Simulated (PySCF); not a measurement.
Molecule: `Fc1c(C#C)nco1`, C5H2FNO.

Geometry (Å), atoms numbered from 1 in this order:
```xyz
10

C    -2.6539   -0.7496    0.0815
C    -1.4963   -0.4558   -0.0310
C    -0.1381   -0.1169   -0.1631
N     0.8935   -1.0281   -0.1246
C     1.9688   -0.3419   -0.2797
O     1.7704    0.9817   -0.4244
C     0.4352    1.1124   -0.3491
F    -0.0727    2.3257   -0.4606
H    -3.6675   -1.0012    0.1793
H     2.9695   -0.7217   -0.3037
```

Frames of a GFN2-xTB Langevin trajectory at 400 K; GIAO PBE0/pcSseg-1 shieldings in PySCF, gas phase, non-relativistic; equivalent atoms averaged within each frame.

Scale: TMS for 13C (σ = 186.93 ppm), 1H (σ = 31.72 ppm); NH3 for 15N (σ = 267.73 ppm); 17O (σ = 336.08 ppm) against H2O; CFCl3 for 19F (σ = 170.95 ppm) (reference shieldings calculated alike). The references are static minima.

How do the shifts (ppm) fluctuate along the trajectory?

Answers


| time (fs) | C7 | C5 | C3 | C1 | C2 | N4 | O6 | F8 | H10 | H9 |
| --- | --- | --- | --- | --- | --- | --- | --- | --- | --- | --- |
| 250 | 181.9 | 137.8 | 106.5 | 105.1 | 79.8 | 304.4 | 307.9 | -115.1 | 6.53 | 2.57 |
| 425 | 181.5 | 152.5 | 110.7 | 98.7 | 76.9 | 327.1 | 343.6 | -113.7 | 7.63 | 5.05 |
| 625 | 180.9 | 139.5 | 99.1 | 94.7 | 74.2 | 307.9 | 324.3 | -103.5 | 7.55 | 3.60 |
| 800 | 172.6 | 153.7 | 112.0 | 94.1 | 88.3 | 326.8 | 321.9 | -123.5 | 8.58 | 4.63 |
| 1000 | 176.8 | 149.2 | 96.0 | 107.3 | 92.5 | 297.4 | 346.7 | -109.7 | 6.88 | 5.13 |
| mean of frames | 178.7 | 146.6 | 104.9 | 100.0 | 82.3 | 312.7 | 328.9 | -113.1 | 7.43 | 4.20 |
| standard deviation | 4.0 | 7.4 | 7.1 | 6.0 | 7.8 | 13.5 | 16.2 | 7.4 | 0.79 | 1.09 |

5 frames give an uncertainty of the mean of about the standard deviation over 2.2 at best, since frames this close in time may not be independent; classical motion lacks zero-point vibration, and the reference would need the same averaging.
